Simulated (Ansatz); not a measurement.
`[OH][GaH2]` + `C[NH][InH2]` → `[OH][GaH][NH][InH2]` + CH₄  (formal exchange of groups at a Ga–H bond)

Computed with Ansatz on PBE0-D4/def2-TZVP structures; ΔE is electronic, products minus reactants. CCSD(T)/CBS is the MP2 limit (def2-TZVPP, def2-QZVPP) plus CCSD(T) − MP2 in def2-TZVPP, frozen cores. This one scheme is used for every species. DFT in def2-TZVPP. B3LYP here is the variant with VWN-RPA as its local correlation; programs differ in this. HSE06 is defined as in plane-wave codes. Elements past krypton have def2 core potentials. For Ga, In outer-core shells are correlated without core-valence functions, which leaves a few kJ/mol of doubt a bond. Scalar relativity is left out up to krypton. Each species was taken in one conformer, which may not be the lowest.

| level | ΔE (kJ/mol) | difference from CCSD(T)/CBS |
| --- | --- | --- |
| LDA (SPW92) | -131.2 | 23.8 |
| PBE-D4 | -136.9 | 18.1 |
| revPBE-D4 | -134.2 | 20.8 |
| r2SCAN-D4 | -147.4 | 7.6 |
| B97M-V | -139.7 | 15.3 |
| PBE0-D4 | -140.5 | 14.5 |
| B3LYP-D4 | -142.9 | 12.1 |
| r2SCANh-D4 | -147.7 | 7.3 |
| r2SCAN0-D4 | -148.0 | 7.0 |
| HSE06-D4 | -140.7 | 14.3 |
| BHLYP-D4 | -148.1 | 6.9 |
| CAM-B3LYP-D4 | -142.4 | 12.6 |
| ωB97X-V | -141.3 | 13.7 |
| ωB97M-V | -142.8 | 12.2 |
| B2PLYP | -149.2 | 5.8 |
| PBE-QIDH | -149.8 | 5.2 |
| PBE | -135.2 | 19.8 |
| revPBE | -135.4 | 19.6 |
| BLYP | -137.4 | 17.6 |
| r2SCAN | -146.9 | 8.1 |
| PBE0 | -138.8 | 16.2 |
| B3LYP | -140.1 | 14.9 |
| r2SCANh | -147.2 | 7.8 |
| HSE06 | -139.0 | 16.0 |
| BHLYP | -143.2 | 11.8 |
| CAM-B3LYP | -140.4 | 14.6 |
| LC-ωPBE | -140.4 | 14.6 |
| RPA@PBE/def2-TZVPP | -144.9 | 10.1 |
| HF/def2-SVP | -138.9 | 16.1 |
| CCSD/def2-SVP | -144.1 | 10.9 |
| CCSD(T)/def2-SVP | -145.0 | 10.0 |
| HF/def2-TZVPP | -144.2 | 10.8 |
| MP2/def2-TZVPP | -161.9 | -6.9 |
| SCS-MP2/def2-TZVPP | -156.6 | -1.6 |
| CCSD/def2-TZVPP | -151.3 | 3.7 |
| CCSD(T)/def2-TZVPP | -152.8 | 2.2 |
| HF/def2-QZVPP | -143.6 | 11.4 |
| MP2/def2-QZVPP | -163.0 | -8.0 |
| HF/CBS(def2) | -143.6 | 11.4 |
| CCSD/CBS(def2) | -153.5 | 1.5 |
| CCSD(T)/CBS | -155.0 | 0 |

Problem. What do rigid-rotor, harmonic-oscillator terms from PBE0-D4/def2-TZVP frequencies (298.15 K, 1 bar) make of the CCSD(T)/CBS value? (Best estimate.)

Solution. Computed: ΔZPE = +1.1 kJ/mol, ΔH = -150.8 kJ/mol, ΔS = -18 J/(mol·K), ΔG = -145.5 kJ/mol.

Largest T1 diagnostic among the species: 0.016.

Leaving LDA and LC-ωPBE aside and taking each functional with its dispersion term where it has one, the values spread over 15.5 kJ/mol, from PBE-QIDH to revPBE-D4. LDA lies +4.0 kJ/mol from PBE without D4. From PBE to PBE0 (25 % exact exchange), in def2-TZVPP and without D4, ΔE moves by −3.6 kJ/mol. At CCSD(T), def2-SVP lies +10.0 kJ/mol from the extrapolated value and def2-TZVPP +2.2 kJ/mol.
